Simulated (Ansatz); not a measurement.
| atom | x (Å) | y (Å) | z (Å) |
| --- | --- | --- | --- |
| O | 0.0000 | 0.0000 | 0.0000 |
| Cr | 0.0000 | 2.2500 | 1.5000 |
| Mn | 0.0000 | -2.2500 | 1.5000 |

Basis set: pcseg-2. Charge 0. Computed with Ansatz (development build ahead of 0.2.0); the lowest solution found for each multiplicity.

(1) How do the multiplicities compare at this shape? Give, from the lowest of each method, PBE0 (unrestricted) for 2, 4.

Results:

(1)

```tsv
method	multiplicity	E (eV)	<S²>
PBE0, unrestricted	2	0.000	6.27
PBE0, unrestricted	4	1.273	8.71
```

Caution: other spin multiplicities may lie lower. Caution for PBE0, unrestricted: the unrestricted determinant is a mixture of spin states.
